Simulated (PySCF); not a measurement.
# Name the molecule from its bond curve

A diatomic of charge +1 contains S. Its doublet curve at UHF-CCSD(T) in a double-zeta basis (no relativity, PySCF), in eV from the separated fragments:

R (Å), E (eV) and a bar:
```
    1.667     -2.197 ##############################
    1.741     -2.528 ###########
    1.796     -2.660 ###
    1.852     -2.717 
    1.908     -2.714 
    1.982     -2.641 ####
    2.074     -2.475 ##############
    2.185     -2.211 #############################
```

The fit gives ωe = 812 cm⁻¹ and the rotational constant Bₑ = 0.6812 cm⁻¹.

Task: Which atom is the partner?

Result: The minimum lies at 1.876 Å, so the reduced mass is 16.8576 u Å² cm⁻¹/(Bₑ·Re²) = 7.032 u. With S at 31.97 u the partner weighs about 9.0 u: Be. The molecule is BeS⁺.

Correlated steps freeze 5 core orbitals. The state is the lowest determinant that a PBE0 search found; another state may lie lower at other levels.
